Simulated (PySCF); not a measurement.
# Spinor energies of P⁺ (phosphorus, charge +1)

Start: [Ne] 3s2 3p2; 3p1/2 filled at m_j = -1/2, +1/2. Calculated with PySCF 2.14 in x2c-QZVPPall-2c (9s7p4d2f1g, 73 functions): generalised Hartree-Fock with the X2C-1e Hamiltonian and a Gaussian nucleus; one run each with spin-orbit coupling (SO) switched off, then screened by Boettger's factors.

| spinor shell | electrons | ε, spin-free (eV) | ε, screened SO (eV) | weight of nominal j (screened SO) | rms radius, screened SO (bohr) |
| --- | --- | --- | --- | --- | --- |
| 1s1/2 | 2 | -2193.3 | -2193.3 | 1.000 | 0.120 |
| 2s1/2 | 2 | -216.35 | -216.34 | 1.000 | 0.560 |
| 2p1/2 | 2 | -157.85 | -158.89 | 0.836 | 0.537 |
| 2p3/2 | 4 | -157.85 | -157.32 | 0.918 | 0.541 |
| 3s1/2 | 2 | -28.237 | -28.233 | 0.999 | 1.98 |
| 3p1/2 | 2 | -19.623 | -19.632 | 0.515 | 2.30 |

| quantity | spin-free | screened SO |
| --- | --- | --- |
| E (hartree) | -341.16933 | -341.17048 |
| M_J | 0 | 0 |
| ⟨J²⟩ | 2.013 | 1.899 |
| ⟨L²⟩ | 2.010 | 2.012 |
| ⟨S²⟩ | 2.004 | 2.002 |

The determinant has a definite M_J but mixes levels of different J.

Each row is a mean over spinors that exchange with the open shell spreads, by up to 5.522 eV (3s1/2).

Rows whose weight is well below 1 are mixtures of j = l ± 1/2: exchange outweighs spin-orbit coupling there, and the label is only the starting occupation.

Without spin-orbit coupling the j labels of p, d and f shells carry no meaning; the spin-free column gives the mean over the occupied spinors of each nl shell.
